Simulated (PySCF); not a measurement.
Si(Cl)2(F)(GeH3) (Cl2FGeH3Si), SMILES F[Si](Cl)(Cl)[GeH3].

Geometry: PBE-D3(BJ)/def2-SVP.

These are PBE-D3(BJ)/def2-SVP (PySCF) values and carry that method's errors.

Frequencies are harmonic and unscaled.

Computed harmonic wavenumbers and intensities:
```json
[
 {"mode": "1", "ν (cm⁻¹)": "87", "IR (km/mol)": "0.4", "moving atoms (share of kinetic energy)": "Cl 60 %, Ge 16 %, H 12 %, Si 9 %"},
 {"mode": "2", "ν (cm⁻¹)": "96", "IR (km/mol)": "0.0", "moving atoms (share of kinetic energy)": "H 92 %"},
 {"mode": "3", "ν (cm⁻¹)": "104", "IR (km/mol)": "0.6", "moving atoms (share of kinetic energy)": "Cl 41 %, F 31 %, Ge 15 %, Si 8 %"},
 {"mode": "4", "ν (cm⁻¹)": "173", "IR (km/mol)": "5.2", "moving atoms (share of kinetic energy)": "Cl 61 %, Si 18 %, F 12 %"},
 {"mode": "5", "ν (cm⁻¹)": "192", "IR (km/mol)": "14.5", "moving atoms (share of kinetic energy)": "F 42 %, Ge 36 %, Cl 19 %"},
 {"mode": "6", "ν (cm⁻¹)": "232", "IR (km/mol)": "8.2", "moving atoms (share of kinetic energy)": "F 59 %, Cl 32 %"},
 {"mode": "7", "ν (cm⁻¹)": "349", "IR (km/mol)": "3.6", "moving atoms (share of kinetic energy)": "Cl 44 %, Si 26 %, F 19 %, Ge 10 %"},
 {"mode": "8", "ν (cm⁻¹)": "455", "IR (km/mol)": "21.1", "moving atoms (share of kinetic energy)": "H 86 %"},
 {"mode": "9", "ν (cm⁻¹)": "459", "IR (km/mol)": "14.5", "moving atoms (share of kinetic energy)": "H 86 %"},
 {"mode": "10", "ν (cm⁻¹)": "556", "IR (km/mol)": "159.6", "moving atoms (share of kinetic energy)": "Si 66 %, Cl 26 %"},
 {"mode": "11", "ν (cm⁻¹)": "600", "IR (km/mol)": "139.3", "moving atoms (share of kinetic energy)": "Si 66 %, Cl 29 %"},
 {"mode": "12", "ν (cm⁻¹)": "758", "IR (km/mol)": "134.4", "moving atoms (share of kinetic energy)": "H 95 %"},
 {"mode": "13", "ν (cm⁻¹)": "842", "IR (km/mol)": "8.3", "moving atoms (share of kinetic energy)": "H 94 %"},
 {"mode": "14", "ν (cm⁻¹)": "845", "IR (km/mol)": "33.2", "moving atoms (share of kinetic energy)": "H 99 %"},
 {"mode": "15", "ν (cm⁻¹)": "882", "IR (km/mol)": "113.4", "moving atoms (share of kinetic energy)": "F 52 %, Si 42 %"},
 {"mode": "16", "ν (cm⁻¹)": "2089", "IR (km/mol)": "43.1", "moving atoms (share of kinetic energy)": "H 100 %"},
 {"mode": "17", "ν (cm⁻¹)": "2108", "IR (km/mol)": "79.1", "moving atoms (share of kinetic energy)": "H 98 %"},
 {"mode": "18", "ν (cm⁻¹)": "2109", "IR (km/mol)": "74.9", "moving atoms (share of kinetic energy)": "H 98 %"}
]
```
